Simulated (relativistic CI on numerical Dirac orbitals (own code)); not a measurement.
Radial Dirac CI calculation of Sr+.

Command:

```sh
python run_levels.py task.json out
```

Input:

```
atom Sr  Z=38  charge=1  electrons=37
nucleus A=88  rms_radius_fm=3.8016
hamiltonian dirac-coulomb  breit=off  qed=on  c_scale=1
orbitals kli  potential=per-configuration
slater_scale 1
correlation none
mixing on
grid step=0.0125 r_max=100.6
scf mixing=0.4 start=bare max_iterations=150 tolerance=2e-08 node_fill=0.05
configurations
  [Kr] 5s
end
```

Output:

```
SCF 1: [Kr] 5s
 iter      energy (Ha)   residual   last orbital (Ha)
    1     -2810.687231   1.09e+01    -29.26974
    2     -3063.324318   6.84e+00    -13.64213
    3     -3041.427765   5.66e+00     -0.61699
    4     -2984.224978   7.73e+00     -0.48436
    5     -2952.979822   7.36e+00     -0.63431
    6     -3158.894925   2.67e+00     -0.22012
    7     -3173.732960   1.24e+00     -0.23540
    8     -3173.966454   1.20e+00     -0.23691
    9     -3177.562051   4.11e-01     -0.32814
   10     -3177.503301   4.30e-01     -0.34588
   11     -3177.891464   3.97e-02     -0.37062
   12     -3177.894530   1.39e-02     -0.37806
   13     -3177.895403   2.91e-03     -0.38247
   14     -3177.895327   4.40e-03     -0.38316
   15     -3177.895575   2.11e-03     -0.38311
   16     -3177.895475   4.88e-04     -0.38313
   17     -3177.895494   7.36e-05     -0.38311
   18     -3177.895497   1.51e-05     -0.38312
   19     -3177.895497   7.14e-08     -0.38311
   20     -3177.895497   4.61e-08     -0.38311
   21     -3177.895497   2.28e-08     -0.38311
   22     -3177.895497   2.91e-09     -0.38311
orbital energies (Ha): 3p1/2 -10.0474  3p3/2 -9.6630  3d3/2 -5.1017  3d5/2 -5.0348  4s -1.7820  4p1/2 -1.1494  4p3/2 -1.1079  5s -0.3831
configuration averages (Ha): Dirac-Coulomb, Breit, QED
  5s                           -3177.895497    0.000000    1.150765
levels: no., configuration, term, J, E (cm-1), weight
   1 5s                     2S   1/2              0.0  1.00
lowest total energy -3176.744731 Ha
end: converged
```

Against the reference input this run has: start potential bare, Breit term off, nuclear radius 3.8016 fm. The reference run ends at -3175.021323 Ha with Breit and QED terms. With a changed speed of light or nuclear radius the levels are not those of the real ion, and the QED model is not rescaled.

Run time about 0.16 s of CPU on one thread of Neoverse-N1 (shared host).
